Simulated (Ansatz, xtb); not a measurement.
# C6H4OS2: which of two isomers lies lower

We compare a, `Sc1csc2ccoc12`, a singlet, with b, `Sc1cc2occc2s1`, a singlet. Both are isolated molecules in the gas phase, relaxed with r2SCAN-D4/def2-SVP; the shapes shown needn't be the lowest conformers.

a (Å):

```csv
atom,x (Å),y (Å),z (Å)
C,-0.6820,-0.0277,-0.5932
C,-0.6126,0.9311,-1.5859
C,0.5412,-1.1451,-2.3022
C,1.1516,-2.4186,-2.5276
C,0.9139,-3.1324,-1.3801
C,-0.0143,-1.2001,-1.0335
O,0.2047,-2.4054,-0.4587
S,-1.4743,0.1743,0.9675
S,0.2482,0.4013,-3.0141
H,-1.1710,-1.0653,1.4112
H,-1.0257,1.9395,-1.5617
H,1.6918,-2.7744,-3.4028
H,1.1772,-4.1420,-1.0742
```

b (Å):

```yaml
atoms:
  - { symbol: C, position_ang: [1.7969, -0.4960, -0.8796] }
  - { symbol: C, position_ang: [0.6190, 0.2005, -1.0892] }
  - { symbol: C, position_ang: [-0.4465, -0.7086, -1.2680] }
  - { symbol: C, position_ang: [-2.2815, -1.8197, -1.6219] }
  - { symbol: C, position_ang: [-1.3233, -2.7857, -1.4408] }
  - { symbol: C, position_ang: [-0.1165, -2.0593, -1.2037] }
  - { symbol: O, position_ang: [-1.7692, -0.5563, -1.5217] }
  - { symbol: S, position_ang: [3.3655, 0.1937, -0.4963] }
  - { symbol: S, position_ang: [1.5695, -2.2483, -0.8833] }
  - { symbol: H, position_ang: [3.9674, -0.0368, -1.6908] }
  - { symbol: H, position_ang: [0.5609, 1.2886, -1.1136] }
  - { symbol: H, position_ang: [-3.3491, -1.8750, -1.8223] }
  - { symbol: H, position_ang: [-1.4813, -3.8619, -1.4714] }
```

Estimate E(b) − E(a) at the level CCSD(T)/def2-SVP + ΔMP2/def2-TZVPP.

Too close to call at this level: CCSD(T)/def2-SVP + ΔMP2/def2-TZVPP gives E(b) − E(a) = −1.11 kJ/mol.

How the difference moves with the method:

```
                             level            geometry  E(b) − E(a) (kJ/mol)  departure from the last row (kJ/mol)  job, with rough time for the two
                          GFN2-xTB            GFN2-xTB                   +5.68                                 +6.79              optimisation, 0.15 s
                         HF/STO-3G            GFN2-xTB                   +2.15                                 +3.26              single point, 0.72 s
      r2SCAN-D4/def2-SVP//GFN2-xTB            GFN2-xTB                   +3.82                                 +4.93               single point, 6.9 s
                r2SCAN-D4/def2-SVP  r2SCAN-D4/def2-SVP                   −2.88                                 −1.77                optimisation, 84 s
                       HF/def2-SVP  r2SCAN-D4/def2-SVP                   −2.49                                 −1.38           part of the CCSD(T) run
                      MP2/def2-SVP  r2SCAN-D4/def2-SVP                   −3.46                                 −2.35           part of the CCSD(T) run
                  CCSD(T)/def2-SVP  r2SCAN-D4/def2-SVP                   −2.28                                 −1.17                      single point
CCSD(T)/def2-SVP + ΔMP2/def2-TZVPP  r2SCAN-D4/def2-SVP                   −1.11                                                   single point, 2.2 min
```

As drawn, both hold the same kinds of bond in the same numbers.

The largest departure from CCSD(T)/def2-SVP + ΔMP2/def2-TZVPP is that of GFN2-xTB, 6.79 kJ/mol. The last row adds to CCSD(T) the change of the MP2 difference between the two basis sets, here +1.17 kJ/mol.

With thermal terms from frequencies at re-optimised GFN2-xTB minima (ideal gas, soft modes damped towards free rotors, one conformer each, 298.15 K, 1 atm): the zero-point term adds −0.43 kJ/mol; ΔH is −1.28 and ΔG −1.95 kJ/mol.

The correlated steps freeze 17 core orbitals. Programs: Ansatz 0.2.0, xtb 6.7.1; the last row on 4 threads of Arm Neoverse V1 on a shared host.
